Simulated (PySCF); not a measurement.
Shieldings and the share of exact exchange

Molecule: `InChI=1S/C2H7NOSi/c1-2(4)3-5/h1,5H3,(H,3,4)`.

Atom-mapped SMILES (the numbers label the heavy atoms): `[CH3:1][C:2](=[O:3])[NH:4][SiH3:5]`. Each H is labelled by its parent atom.

GIAO shieldings (ppm, equivalent atoms averaged) in PySCF 2.14.0 with density-fitted response routines on the PBE0-D3(BJ)/def2-SVP geometry, basis pcSseg-2, gas phase, non-relativistic:

```tsv
functional	exact exchange (%)	σ(N4)	σ(Si5)
BLYP	0	136.0	384.0
BP86	0	140.0	391.9
PBE	0	140.4	393.4
PBE0	25	147.3	405.9
mPW1PW91	25	146.4	404.5
BHandHLYP	50	150.3	410.6
HF	100	165.4	442.8
```

Task: Fit each shielding as a line in the percentage of exact exchange.

Result: σ(N4) = 139.1 + 0.26 x (rms 1.6 ppm); σ(Si5) = 390.1 + 0.51 x (rms 3.6 ppm). The functionals also differ in their semilocal parts, which the line can't hold; Hartree–Fock has no correlation at all.

Task: What does the line predict for B3LYP (20 %), and what does the run give?

Result: σ(N4): 144.3 predicted, 141.7 computed; σ(Si5): 400.3 predicted, 394.2 computed ppm.
